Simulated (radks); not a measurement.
The numbers below are computed, except where a source is named.
How relativity changes the ionisation of the lanthanum ion La+ ([Xe] 5d2) to La2+ ([Xe] 5d1). Spin-unpolarised spherical Kohn-Sham, PBE, point nucleus unless stated (finite: rms radius 4.855 fm), a radial shooting solver on a logarithmic mesh with Libxc functionals. A level marked "c x" has the speed of light scaled by that factor and shares open shells by 2j + 1; other Dirac levels either fill j = l - 1/2 first or share by 2j + 1.

| level | E(La+) (hartree) | E(La2+) (hartree) | IE (eV) | HOMO | <r> HOMO (bohr) |
|---|---|---|---|---|---|
| non-rel. | -8223.1357 | -8222.7241 | 11.202 | 5d | 2.814 |
| scalar-rel. | -8493.0636 | -8492.6660 | 10.820 | 5d | 2.894 |
| scalar-rel., finite nucleus | -8492.6900 | -8492.2923 | 10.820 | 5d | 2.894 |
| Dirac, 2j+1 shares | -8497.2853 | -8496.8879 | 10.814 | 5d5/2 | 2.918 |
| Dirac, low j first | -8497.2937 | -8496.8932 | 10.899 | 5d3/2 | 2.873 |
| Dirac, 2j+1 shares, finite nucleus | -8496.9100 | -8496.5126 | 10.814 | 5d5/2 | 2.918 |
| Dirac, c x 0.85 | -8616.9090 | -8616.5169 | 10.670 | 5d5/2 | 2.961 |
| Dirac, c x 1.25 | -8392.9387 | -8392.5362 | 10.952 | 5d5/2 | 2.879 |
| Dirac, c x 2 | -8287.2758 | -8286.8678 | 11.104 | 5d5/2 | 2.839 |

NIST Atomic Spectra Database: 11.185 eV (measured). The relativistic part of the total energy of La+ is -273.8 hartree (Dirac, 2j+1 shares, finite nucleus), 3.3 % of the non-relativistic value. Spin polarisation and multiplet splitting of open shells are left out at every level.

Beside tabulated values, note that relativity, absent from the non-relativistic runs, is large for the heavy elements, and spin-unpolarised runs miss the spin-polarisation part of the exchange energy of open shells.
